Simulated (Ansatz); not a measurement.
The cluster B13⁺, relaxed as a triplet with UKS r2SCAN-D4/def2-SVP in Ansatz, starting from the r2SCAN-D4/def2-SVP geometry of the charge +1 singlet. Force threshold 0.03 eV/Å.

The relaxation made no stability test and no search for a lower SCF solution. At r2SCAN-D4/def2-SVP a singlet of charge 1 lies 0.90 eV below the triplet, each at its own geometry. The structure comes from a short search, and lower isomers may exist.

Start:

```
atom   x (Å)   y (Å)   z (Å)
  B1  -0.408  -1.800  -0.264
  B2   1.423   0.216  -1.422
  B3   0.985  -1.307  -0.911
  B4   1.740  -0.265   0.183
  B5  -0.553  -1.338   1.380
  B6  -1.692   0.800   0.058
  B7  -1.669  -0.808   0.193
  B8   0.932  -1.538   0.757
  B9   0.944   1.217  -0.038
 B10  -0.597   1.807  -0.689
 B11   0.509   1.448  -1.739
 B12  -1.202   0.141   1.530
 B13  -0.412   1.428   0.962
```

```csv
step,energy (eV),largest force component (eV/Å),SCF passes
1,-8762.6433,1.854,35
2,-8762.9019,0.596,35
3,-8762.9587,0.160,35
4,-8762.9620,0.083,33
5,-8762.9638,0.031,33
6 (rejected),-8762.9625,0.149,31
7,-8762.9638,0.031,33
8,-8762.9641,0.006,34
```

Force components are those of the run's own axes.

End:

```xyz
13

B    -0.456   -1.847   -0.210
B     1.385    0.265   -1.416
B     0.945   -1.237   -0.877
B     1.718   -0.217    0.196
B    -0.610   -1.426    1.413
B    -1.610    0.773    0.049
B    -1.682   -0.882    0.234
B     0.878   -1.522    0.768
B     0.954    1.241   -0.062
B    -0.545    1.784   -0.717
B     0.558    1.556   -1.839
B    -1.176    0.094    1.512
B    -0.359    1.417    0.948
```

By distances, no bond broke or formed. The bond that changes most is B9–B11, from 1.77 to 1.85 Å (atoms count from 1).

No frequencies were taken in this run, so the end may be a saddle point.

Hardware: 4 threads of Arm Neoverse V2 on a shared host. Wall time 64 s.
